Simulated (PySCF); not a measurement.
Stepwise substitution at one centre (Ge C2H5-I). Isolated molecules, 0 K electronic values unless said otherwise. One relaxed conformer stands for each flexible species; it need not be the lowest. Strings in code marks are SMILES.

Method: PBE-D3(BJ)/def2-TZVP // B3LYP-D3(BJ)/def2-SVP run with PySCF 2.14.0. Excitations are Tamm–Dancoff values on a coarser integration grid. The basis has no diffuse functions, so Rydberg states are missing or too high.

| species | S1 excitation (TDA) (eV) | S1 oscillator strength | S1–T1 gap (TDA) (eV) |
|---|---|---|---|
| 0 of 4 C2H5 replaced by I | 6.34 | ___ | – |
| 1 of 4 C2H5 replaced by I (`C[CH2][Ge]([I])([CH2]C)[CH2]C`) | 5.05 | 0.016 | 0.43 |
| 2 of 4 C2H5 replaced by I | ___ | 0.054 | 0.49 |
| 3 of 4 C2H5 replaced by I (`C[CH2][Ge]([I])([I])[I]` (C–C–Ge–I torsion 180°)) | 3.17 | 0.000 | ___ |
| 4 of 4 C2H5 replaced by I (`[I][Ge]([I])([I])[I]`) | 2.49 | 0.000 | – |

Q: Fill in the missing entries.

A: 
- 0 of 4 C2H5 replaced by I, S1 oscillator strength: 0.008
- 2 of 4 C2H5 replaced by I, S1 excitation (TDA) (eV): 4.22
- 3 of 4 C2H5 replaced by I (`C[CH2][Ge]([I])([I])[I]` (C–C–Ge–I torsion 180°)), S1–T1 gap (TDA) (eV): 0.26
